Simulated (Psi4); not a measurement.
silicon monosulfide (SSi), singlet, geometry from GFN2-xTB; MP2/aug-cc-pVDZ run with Psi4.

Psi4 was given this input:
```
memory 2 GB

molecule mol {
0 1
Si   -0.000000   -0.000000   -1.066604
S     0.000000    0.000000    0.933278
}

set {
  basis aug-cc-pvdz
  reference rhf
  freeze_core true
  mp2_type conv
  scf_type pk
  puream true
  d_convergence 1e-8
}

energy('mp2')
print_variables()
```

Question: What does Psi4 print? Leave out banner, timings and long lists.

Answer: 
```
   => Loading Basis Set <=

    Name: AUG-CC-PVDZ
    Role: ORBITAL
    Keyword: BASIS

         ---------------------------------------------------------
                                   SCF
               by Justin Turney, Rob Parrish, Andy Simmonett
                          and Daniel G. A. Smith
                              RHF Reference
         ---------------------------------------------------------

  ==> Geometry <==

    Molecular point group: c2v
    Full point group: C_inf_v

    Geometry (in Angstrom), charge = 0, multiplicity = 1:

       Center              X                  Y                   Z               Mass
    ------------   -----------------  -----------------  -----------------  -----------------
         SI           0.000000000000     0.000000000000    -1.066579460673    27.976926534650
         S            0.000000000000     0.000000000000     0.933302539327    31.972071174400

  Running in c2v symmetry.

  Rotational constants: A = ************  B =      0.28249  C =      0.28249 [cm^-1]
  Rotational constants: A = ************  B =   8468.75579  C =   8468.75579 [MHz]
  Nuclear repulsion =   59.271344604371656

  Charge       = 0
  Multiplicity = 1
  Electrons    = 30
  Nalpha       = 15
  Nbeta        = 15

  ==> Algorithm <==

  SCF Algorithm Type is PK.
  DIIS enabled.
  MOM disabled.
  Fractional occupation disabled.
  Guess Type is SAD.
  Energy threshold   = 1.00e-08
  Density threshold  = 1.00e-08
  Integral threshold = 1.00e-12

  ==> Primary Basis <==

  Basis Set: AUG-CC-PVDZ
    Blend: AUG-CC-PVDZ
    Number of shells: 22
    Number of basis functions: 54
    Number of Cartesian functions: 58
    Spherical Harmonics?: true
    Max angular momentum: 2

  ==> Integral Setup <==

  Using in-core PK algorithm.
   Calculation information:
      Number of atoms:                   2
      Number of AO shells:              22
      Number of primitives:            106
      Number of atomic orbitals:        58
      Number of basis functions:        54

      Integral cutoff                 1.00e-12
      Number of threads:                 1

  Performing in-core PK
  Using 2206710 doubles for integral storage.
  We computed 32131 shell quartets total.
  Whereas there are 32131 unique shell quartets.

  ==> DiskJK: Disk-Based J/K Matrices <==

    J tasked:                  Yes
    K tasked:                  Yes
    wK tasked:                  No
    Schwarz Cutoff:          1E-12

  Minimum eigenvalue in the overlap matrix is 2.0004087995E-03.
  Reciprocal condition number of the overlap matrix is 4.7515917656E-04.
    Using symmetric orthogonalization.

  ==> Pre-Iterations <==

  SCF Guess: Superposition of Atomic Densities via on-the-fly atomic UHF (no occupation information).

   -------------------------
    Irrep   Nso     Nmo
   -------------------------
     A1        26      26
     A2         4       4
     B1        12      12
     B2        12      12
   -------------------------
    Total      54      54
   -------------------------

  ==> Iterations <==

                        Total Energy        Delta E     RMS |[F,P]|

   @RHF iter SAD:  -685.80783233302520   -6.85808e+02   0.00000e+00
   @RHF iter   1:  -686.44541285087200   -6.37581e-01   7.07276e-03 DIIS/ADIIS
   @RHF iter   2:  -686.46172479604706   -1.63119e-02   5.27492e-03 DIIS/ADIIS
   @RHF iter   3:  -686.48174212400090   -2.00173e-02   4.40991e-04 DIIS/ADIIS
   @RHF iter   4:  -686.48196794860985   -2.25825e-04   1.03941e-04 DIIS/ADIIS
   @RHF iter   5:  -686.48198683304884   -1.88844e-05   3.79671e-05 DIIS
   @RHF iter   6:  -686.48198947860431   -2.64556e-06   1.37387e-05 DIIS
   @RHF iter   7:  -686.48198993666915   -4.58065e-07   2.64637e-06 DIIS
   @RHF iter   8:  -686.48198995431812   -1.76490e-08   3.52979e-07 DIIS
   @RHF iter   9:  -686.48198995456983   -2.51703e-10   3.52301e-08 DIIS
   @RHF iter  10:  -686.48198995457267   -2.84217e-12   6.97413e-09 DIIS
  Energy and wave function converged.

  ==> Post-Iterations <==

    Orbital Energies [Eh]
    ---------------------

    Doubly Occupied:

[...]
    Virtual:

[...]
    Final Occupation by Irrep:
             A1    A2    B1    B2
    DOCC [     9,    0,    3,    3 ]
    NA   [     9,    0,    3,    3 ]
    NB   [     9,    0,    3,    3 ]

  @RHF Final Energy:  -686.48198995457267

   => Energetics <=

    Nuclear Repulsion Energy =             59.2713446043716559
    One-Electron Energy =               -1068.6833026402282485
    Two-Electron Energy =                 322.9299680812839597
    Total Energy =                       -686.4819899545726685

Computation Completed

Properties will be evaluated at   0.000000,   0.000000,   0.000000 [a0]

Properties computed using the SCF density matrix

 Multipole Moments:

 ------------------------------------------------------------------------------------
     Multipole            Electronic (a.u.)      Nuclear  (a.u.)        Total (a.u.)
 ------------------------------------------------------------------------------------

 L = 1.  Multiply by 2.5417464519 to convert [e a0] to [Debye]
 Dipole X            :          0.0000000            0.0000000            0.0000000
 Dipole Y            :          0.0000000            0.0000000            0.0000000
 Dipole Z            :         -1.0537710            0.0013761           -1.0523949
 Magnitude           :                                                    1.0523949

 ------------------------------------------------------------------------------------

 MINTS: Wrapper to libmints.
   by Justin Turney

   Calculation information:
      Number of threads:                 1
      Number of atoms:                   2
      Number of AO shells:              22
      Number of SO shells:              22
      Number of primitives:            106
      Number of atomic orbitals:        58
      Number of basis functions:        54

      Number of irreps:                  4
      Integral cutoff                 1.00e-12
[...]
  DIE_IF_NOT_CONVERGED          => (empty)
[...]
  FROZEN_UOCC                   => (empty)
  INTEGRAL_PACKAGE              => (empty)
  IP_POLES                      => (empty)
  LEVEL_SHIFT                   => (empty)
  LITERAL_CFOUR                 => (empty)
  LS_THC_BASIS_TOLERANCE        => (empty)
  LS_THC_DF                     => (empty)
  LS_THC_PRUNING_SCHEME         => (empty)
  LS_THC_RADIAL_POINTS          => (empty)
  LS_THC_SPHERICAL_POINTS       => (empty)
  LS_THC_S_EPSILON              => (empty)
  LS_THC_WEIGHTS_TOLERANCE      => (empty)
  MAT_NUM_COLUMN_PRINT          => (empty)
  MAX_MOGRAD_CONVERGENCE        => (empty)
  MAX_RADIAL_MOMENT             => (empty)
  MBIS_D_CONVERGENCE            => (empty)
  MBIS_MAXITER                  => (empty)
  MBIS_PRUNING_SCHEME           => (empty)
  MBIS_RADIAL_POINTS            => (empty)
  MBIS_SPHERICAL_POINTS         => (empty)
  MOGRAD_DAMPING                => (empty)
  MOLDEN_WITH_VIRTUAL           => (empty)
  MO_MAXITER                    => (empty)
  MO_READ                       => (empty)
  MO_STEP_MAX                   => (empty)
  MO_WRITE                      => (empty)
  MP2_OS_SCALE                  => (empty)
  MP2_SOS_SCALE                 => (empty)
  MP2_SOS_SCALE2                => (empty)
  MP2_SS_SCALE                  => (empty)
  MP2_TYPE                      => CONV            !
  MP_TYPE                       => (empty)
  NAT_ORBS                      => (empty)
  NUM_FROZEN_DOCC               => (empty)
  NUM_FROZEN_UOCC               => (empty)
  NUM_GPUS                      => (empty)
  OCC_ORBS_PRINT                => (empty)
  OEPROP                        => (empty)
  OPT_METHOD                    => (empty)
  ORBITAL_OPTIMIZER_PACKAGE     => (empty)
  ORB_OPT                       => FALSE           !
  ORB_RESP_SOLVER               => (empty)
  ORTH_TYPE                     => (empty)
  OS_SCALE                      => (empty)
  PARENT_SYMMETRY               => (empty)
  PCG_BETA_TYPE                 => (empty)
  PCG_CONVERGENCE               => (empty)
  PCG_MAXITER                   => (empty)
  PCM                           => (empty)
  PE                            => (empty)
  PRINT                         => (empty)
  PRINT_NOONS                   => (empty)
  PROPERTIES                    => (empty)
  PROPERTIES_ORIGIN             => (empty)
  PUREAM                        => TRUE            !
  QC_MODULE                     => (empty)
  RAS1                          => (empty)
  RAS2                          => (empty)
  RAS3                          => (empty)
  RAS4                          => (empty)
  RELATIVISTIC                  => (empty)
  RELAXED                       => (empty)
  REMP_A                        => (empty)
  RESTRICTED_DOCC               => (empty)
  RESTRICTED_UOCC               => (empty)
  RMS_MOGRAD_CONVERGENCE        => (empty)
  R_CONVERGENCE                 => (empty)
  SCF_TYPE                      => PK              !
  SCREENING                     => (empty)
  SCS_TYPE                      => (empty)
  SOCC                          => (empty)
  SOS_TYPE                      => (empty)
  SPIN_SCALE_TYPE               => NONE            !
  SS_SCALE                      => (empty)
  SYMMETRIZE                    => (empty)
  TPDM_ABCD_TYPE                => (empty)
  WFN                           => (empty)
  WFN_TYPE                      => OMP2            !
  WRITER_FILE_LABEL             => (empty)
  ZORA_BASIS_TOLERANCE          => (empty)
  ZORA_NR_DEBUG                 => (empty)
  ZORA_PRUNING_SCHEME           => (empty)
  ZORA_RADIAL_POINTS            => (empty)
  ZORA_SPHERICAL_POINTS         => (empty)

 ==============================================================================
 ==============================================================================
 ==============================================================================

                             MP2
                    Program Written by Ugur Bozkaya,
              Additional Contributions by J. P. Misiewicz

 ==============================================================================
 ==============================================================================
 ==============================================================================

	MO spaces per irreps...

	IRREP   FC    OCC   VIR  FV
	==============================
	  A1     6     3    17    0
	  A2     0     0     4    0
	  B1     2     1     9    0
	  B2     2     1     9    0
	==============================

	Cost of iabc is      0 MB
	Cost of abcd is      0 MB
	Switching to the incore algorithm for iabc..
	Switching to the incore algorithm for abcd..

	Computing MP2 energy using SCF MOs (Canonical MP2)...
	==============================================================================
	Nuclear Repulsion Energy (a.u.)    :    59.27134460437166
	SCF Energy (a.u.)                  :  -686.48198995457267
	REF Energy (a.u.)                  :  -686.48198995457267
	Alpha-Alpha Contribution (a.u.)    :    -0.02755241624134
	Alpha-Beta Contribution (a.u.)     :    -0.16273176195324
	Beta-Beta Contribution (a.u.)      :    -0.02755241624134
	Scaled_SS Correlation Energy (a.u.):    -0.01836827749423
	Scaled_OS Correlation Energy (a.u.):    -0.19527811434389
	SCS-MP2 Total Energy (a.u.)        :  -686.69563634641065
	SOS-MP2 Total Energy (a.u.)        :  -686.67726806891653
	SCSN-MP2 Total Energy (a.u.)       :  -686.57897445974220
	SCS-MP2-VDW Total Energy (a.u.)    :  -686.71783902611423
	SOS-PI-MP2 Total Energy (a.u.)     :  -686.70981442130721
	MP2 Correlation Energy (a.u.)      :    -0.21783659443593
	MP2 Total Energy (a.u.)            :  -686.69982654900855
	==============================================================================

  Variable Map:
  ----------------------------------------------------------------------------
[...]
  Array Variable Map:
  ----------------------------------------------------------------------------
[...]
[...]
```
